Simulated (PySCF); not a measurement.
benzoquinone (C$_{6}$H$_{4}$O$_{2}$), singlet, at a GFN2-xTB geometry; PBE/STO-3G (PySCF).

Here is a job for PySCF.
```python
from pyscf import gto, scf, dft

mol = gto.Mole()
mol.atom = '''
    O     2.617185    0.519148   -0.010824
    C     1.426228    0.282908   -0.005899
    C     0.411737    1.354708    0.041550
    C    -0.897307    1.095045    0.046964
    C    -1.426228   -0.282908    0.005899
    O    -2.617185   -0.519148    0.010824
    C    -0.411737   -1.354708   -0.041550
    C     0.897307   -1.095045   -0.046964
    H     0.796049    2.364949    0.071695
    H    -1.637875    1.882153    0.081761
    H    -0.796049   -2.364949   -0.071695
    H     1.637875   -1.882153   -0.081761
'''
mol.basis = 'sto-3g'
mol.charge = 0
mol.spin = 0
mol.verbose = 4
mol.build()

mf = dft.RKS(mol)
mf.xc = 'pbe'
mf.kernel()
mf.analyze()
```

It wrote (shortened):

```
PySCF version 2.14.0

[INPUT] verbose = 4
[INPUT] num. atoms = 12
[INPUT] num. electrons = 56
[INPUT] charge = 0
[INPUT] spin (= nelec alpha-beta = 2S) = 0
[INPUT] symmetry False subgroup None
[INPUT] Mole.unit = angstrom
[INPUT] Symbol           X                Y                Z      unit          X                Y                Z       unit  Magmom
[INPUT]  1 O      2.617185000000   0.519148000000  -0.010824000000 AA    4.945762867320   0.981047538116  -0.020454395572 Bohr   0.0
[INPUT]  2 C      1.426228000000   0.282908000000  -0.005899000000 AA    2.695180311186   0.534618638448  -0.011147494409 Bohr   0.0
[INPUT]  3 C      0.411737000000   1.354708000000   0.041550000000 AA    0.778070165350   2.560027098757   0.078518120476 Bohr   0.0
[INPUT]  4 C     -0.897307000000   1.095045000000   0.046964000000 AA   -1.695664479655   2.069335144074   0.088749097714 Bohr   0.0
[INPUT]  5 C     -1.426228000000  -0.282908000000   0.005899000000 AA   -2.695180311186  -0.534618638448   0.011147494409 Bohr   0.0
[INPUT]  6 O     -2.617185000000  -0.519148000000   0.010824000000 AA   -4.945762867320  -0.981047538116   0.020454395572 Bohr   0.0
[INPUT]  7 C     -0.411737000000  -1.354708000000  -0.041550000000 AA   -0.778070165350  -2.560027098757  -0.078518120476 Bohr   0.0
[INPUT]  8 C      0.897307000000  -1.095045000000  -0.046964000000 AA    1.695664479655  -2.069335144074  -0.088749097714 Bohr   0.0
[INPUT]  9 H      0.796049000000   2.364949000000   0.071695000000 AA    1.504314591734   4.469105908564   0.135483914501 Bohr   0.0
[INPUT] 10 H     -1.637875000000   1.882153000000   0.081761000000 AA   -3.095135176272   3.556753694529   0.154505897671 Bohr   0.0
[INPUT] 11 H     -0.796049000000  -2.364949000000  -0.071695000000 AA   -1.504314591734  -4.469105908564  -0.135483914501 Bohr   0.0
[INPUT] 12 H      1.637875000000  -1.882153000000  -0.081761000000 AA    3.095135176272  -3.556753694529  -0.154505897671 Bohr   0.0

nuclear repulsion = 323.825850733658
number of shells = 28
number of NR pGTOs = 132
number of NR cGTOs = 44
basis = sto-3g
ecp = {}

******** <class 'pyscf.dft.rks.RKS'> ********
method = RKS
initial guess = minao
damping factor = 0
level_shift factor = 0
DIIS = <class 'pyscf.scf.diis.CDIIS'>
diis_start_cycle = 1
diis_space = 8
diis_damp = 0
SCF conv_tol = 1e-09
SCF conv_tol_grad = None
SCF max_cycles = 50
direct_scf = True
direct_scf_tol = 1e-13
XC library pyscf.dft.libxc version 7.1.2
    S. Lehtola, C. Steigemann, M. J. T. Oliveira, and M. A. L. Marques,  SoftwareX 7, 1–5 (2018)
XC functionals = pbe
    J. P. Perdew, K. Burke, and M. Ernzerhof,  Phys. Rev. Lett. 77, 3865 (1996)
    J. P. Perdew, K. Burke, and M. Ernzerhof,  Phys. Rev. Lett. 78, 1396 (1997)
    J. P. Perdew, K. Burke, and M. Ernzerhof,  Phys. Rev. Lett. 77, 3865 (1996)
    J. P. Perdew, K. Burke, and M. Ernzerhof,  Phys. Rev. Lett. 78, 1396 (1997)
radial grids:
    Treutler-Ahlrichs [JCP 102, 346 (1995); DOI:10.1063/1.469408] (M4) radial grids

becke partition: Becke, JCP 88, 2547 (1988); DOI:10.1063/1.454033
pruning grids: <function nwchem_prune>
grids dens level: 3
symmetrized grids: False
atomic radii adjust function: <function treutler_atomic_radii_adjust>
small_rho_cutoff = 0
Set gradient conv threshold to 3.16228e-05
Initial guess from minao.
tot grids = 152104
init E= -377.536529054964
  HOMO = -0.2655197843874  LUMO = -0.170904019718554  gap/eV = 2.57463
cycle= 1 E= -375.818136383862  delta_E= 1.72  |g|= 0.871  |ddm|= 5.29
  HOMO = 0.0113569968909571  LUMO = 0.0279328347387866  gap/eV = 0.45105
cycle= 2 E= -370.641040812979  delta_E= 5.18  |g|= 3.62  |ddm|= 5.66
  HOMO = -0.112660128758718  LUMO = -0.056682079087398  gap/eV = 1.52324
cycle= 3 E= -375.994831873443  delta_E= -5.35  |g|= 0.474  |ddm|= 5.27
  HOMO = -0.0863137389110905  LUMO = -0.0484402801116365  gap/eV = 1.03059
cycle= 4 E= -376.048993080613  delta_E= -0.0542  |g|= 0.211  |ddm|= 0.827
  HOMO = -0.0968322467562154  LUMO = -0.0545154596200224  gap/eV = 1.15150
cycle= 5 E= -376.063784007169  delta_E= -0.0148  |g|= 0.0144  |ddm|= 0.274
  HOMO = -0.0994840162324684  LUMO = -0.0567055071959172  gap/eV = 1.16406
cycle= 6 E= -376.063855601657  delta_E= -7.16e-05  |g|= 0.0022  |ddm|= 0.0221
  HOMO = -0.0991417743054848  LUMO = -0.0564143465595381  gap/eV = 1.16267
cycle= 7 E= -376.063857123992  delta_E= -1.52e-06  |g|= 0.000414  |ddm|= 0.00317
  HOMO = -0.0991703550815125  LUMO = -0.0564336681344116  gap/eV = 1.16292
cycle= 8 E= -376.063857172625  delta_E= -4.86e-08  |g|= 8.6e-05  |ddm|= 0.000435
  HOMO = -0.0991716175975251  LUMO = -0.0564343117958691  gap/eV = 1.16294
cycle= 9 E= -376.063857174578  delta_E= -1.95e-09  |g|= 3.38e-05  |ddm|= 0.000129
  HOMO = -0.0991726961489086  LUMO = -0.0564347158106806  gap/eV = 1.16296
cycle= 10 E= -376.06385717493  delta_E= -3.52e-10  |g|= 1.38e-06  |ddm|= 4.17e-05
  HOMO = -0.0991730404255459  LUMO = -0.0564348484268102  gap/eV = 1.16297
Extra cycle  E= -376.063857174925  delta_E= 5.68e-12  |g|= 3.83e-06  |ddm|= 6.44e-06
converged SCF energy = -376.063857174925
**** SCF Summaries ****
Total Energy =                        -376.063857174924635
Nuclear Repulsion Energy =             323.825850733657774
One-electron Energy =                -1155.356083124808720
Two-electron Energy =                  455.466375216226311
Two-electron Coulomb Energy =          506.291378891298791
DFT Exchange-Correlation Energy =      -50.825003675072509
HOMO-LUMO gap [eV] =                     1.162965440274470
**** MO energy ****
MO #1   energy= -18.5336583438967  occ= 2
MO #2   energy= -18.5336512916115  occ= 2
MO #3   energy= -9.80656897288795  occ= 2
MO #4   energy= -9.80652899138046  occ= 2
MO #5   energy= -9.73347940373902  occ= 2
MO #6   energy= -9.73346770417041  occ= 2
MO #7   energy= -9.73291981750484  occ= 2
MO #8   energy= -9.73280321569323  occ= 2
MO #9   energy= -0.927268627077539 occ= 2
MO #10  energy= -0.925549137259741 occ= 2
MO #11  energy= -0.728472320887373 occ= 2
MO #12  energy= -0.665134388033686 occ= 2
MO #13  energy= -0.581856666438601 occ= 2
MO #14  energy= -0.527630472814722 occ= 2
MO #15  energy= -0.492879227559615 occ= 2
MO #16  energy= -0.400751313894337 occ= 2
MO #17  energy= -0.385597078990291 occ= 2
MO #18  energy= -0.374509077231    occ= 2
MO #19  energy= -0.359074461198658 occ= 2
MO #20  energy= -0.336937777035834 occ= 2
MO #21  energy= -0.298208298164023 occ= 2
MO #22  energy= -0.290170852551467 occ= 2
MO #23  energy= -0.281556039409239 occ= 2
MO #24  energy= -0.269555848834979 occ= 2
MO #25  energy= -0.203049515948646 occ= 2
MO #26  energy= -0.186809317541313 occ= 2
MO #27  energy= -0.109586231853025 occ= 2
MO #28  energy= -0.0991730404255459 occ= 2
MO #29  energy= -0.0564348484268102 occ= 0
MO #30  energy= 0.050013442756151  occ= 0
MO #31  energy= 0.0800585662645238 occ= 0
MO #32  energy= 0.19313528124179   occ= 0
MO #33  energy= 0.301966452686801  occ= 0
MO #34  energy= 0.313300037773819  occ= 0
MO #35  energy= 0.336711106295454  occ= 0
MO #36  energy= 0.355373457240149  occ= 0
 ** Mulliken pop on meta-lowdin orthogonal AOs  **
 ** Mulliken pop  **
 ** Mulliken atomic charges  **
charge of    0O =     -0.09295
charge of    1C =      0.09656
charge of    2C =     -0.06619
charge of    3C =     -0.06618
charge of    4C =      0.09656
charge of    5O =     -0.09295
charge of    6C =     -0.06619
charge of    7C =     -0.06618
charge of    8H =      0.06438
charge of    9H =      0.06438
charge of   10H =      0.06438
charge of   11H =      0.06438
Dipole moment(X, Y, Z, Debye):  0.00000,  0.00000, -0.00000
```
